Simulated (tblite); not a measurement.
Species: C6H7OS (doublet state).
Atom-mapped SMILES: `[CH:1]#[C:2][C:3](=[O:4])[CH2:5][CH2:6][CH2:7][S:8]` (hydrogens: H9 on C1; H10, H11 on C5; H12, H13 on C6; H14, H15 on C7)

Computed geometry: GFN2-xTB, gas phase. This method treats the open shell by occupation alone, without spin polarisation.

Q: What internal coordinates does the optimisation give?

A: 
```tsv
bond	length (Å)
C1≡C2	1.201
C2–C3	1.441
C3=O4	1.206
C3–C5	1.519
C5–C6	1.527
C6–C7	1.525
C7–S8	1.801
C1–H9	1.051
C5–H10, C5–H11	1.093
C6–H12, C6–H13	1.093
C7–H14, C7–H15	1.091
```

Bonds in one row agree within 0.01 Å and their mean is given. A selection of angles:
```tsv
angle	degrees
C1–C2–C3	177.5
C2–C3–O4	122.9
C2–C3–C5	113.7
O4–C3–C5	123.2
C3–C5–C6	113.6
C5–C6–C7	111.8
C6–C7–S8	112.4
```

Torsions: C2–C3–C5–C6 51° (synclinal); C3–C5–C6–C7 65° (synclinal); C5–C6–C7–S8 -67° (synclinal). The mirror-image conformer, all signs reversed, is as good.

C3 (carbon bonded to 2 C and O) is planar (angles 123.2°, 122.9° and 113.7°, sum 359.9°, 0.03 Å off the plane of its three neighbours). The C–C distances run from 1.201 Å (C1≡C2, drawn triple) to 1.527 Å (C5–C6, drawn single), a spread of 0.326 Å. Of the pairs four or more bonds apart, C3···S8 is among the closest relative to their van der Waals radii: 2.93 Å, 84 % of the sum of Bondi's values.

Point group: C1 (no symmetry element, even within 0.4 Å). Its GFN2-xTB frequencies are all real (lowest 57 cm⁻¹). 3 starts were optimised and ended at 0.00, 0.03 and 0.15 kcal/mol (GFN2-xTB); the lowest of these is shown.

On one thread, Arm Neoverse V2 (aarch64), no GPU, shared host, this took 0.51 s of wall time. That covers the optimisation of the geometry.
